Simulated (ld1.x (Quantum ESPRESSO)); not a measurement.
**Fe: excitation energies, all-electron against ultrasoft**

* Element: iron (Fe)
* Generator: ld1.x (Quantum ESPRESSO) 7.5
* Type: ultrasoft
* Functional: LDA (PZ)
* Relativity: fully relativistic
* Frozen core: [Ar]
* Valence charge: 8
* Reference configuration: 3d6 4s2 4p0
* Partial waves: 4s (bound): rcut 2.35, rcutus 2.55 bohr; 4s channel at 0.05 Ry: rcut 2.35, rcutus 2.55 bohr; 4p (bound, empty): rcut 1.85, rcutus 2.55 bohr; 4p channel at 1.1 Ry: rcut 1.85, rcutus 2.55 bohr; 3d (bound): rcut 1.45, rcutus 2.00 bohr; 3d channel at -0.15 Ry: rcut 1.45, rcutus 2.00 bohr
* Local potential: all-electron potential smoothed inside 1.65 bohr (lloc = -1)
* Core correction: none
* Augmentation charge: built from norm-conserving waves at rcut, not smoothed further

Open shells are filled in proportion to 2j + 1 (rel_dist='average').

Energies are relative to the spin-unpolarised reference configuration 3d6 4s2 4p0; without spin polarisation the order of configurations can differ from experiment.

```json
{"valence configuration": "3d6 4s1 4p0", "charge": "+1", "ΔE all-electron (eV)": "8.981", "error AE − PS (meV)": "+0.7"}
{"valence configuration": "3d5 4s0 4p0", "charge": "+3", "ΔE all-electron (eV)": "60.002", "error AE − PS (meV)": "+86"}
{"valence configuration": "3d4 4s0 4p0", "charge": "+4", "ΔE all-electron (eV)": "113.379", "error AE − PS (meV)": "-294"}
{"valence configuration": "3d6 4s1.5 4p0", "charge": "+0.5", "ΔE all-electron (eV)": "3.596", "error AE − PS (meV)": "0.0"}
{"valence configuration": "3d6 4s0 4p1", "charge": "+1", "ΔE all-electron (eV)": "14.114", "error AE − PS (meV)": "+4.9"}
{"valence configuration": "3d6 4s0 4p2", "charge": "0", "ΔE all-electron (eV)": "8.612", "error AE − PS (meV)": "+3.6"}
```

Task: What are ΔE and the potential's error for 3d6 4s0 4p0?

Result: ΔE = 25.473 eV all-electron; the error (AE − PS) is +15 meV.

Levels in the configuration 3d6 4s0 4p2:

```tsv
level	all-electron (eV)	pseudo (eV)
3d j=3/2	-10.947	-10.872
3d j=5/2	-10.791	-10.717
4p j=1/2	-2.919	-2.919
4p j=3/2	-2.854	-2.854
```
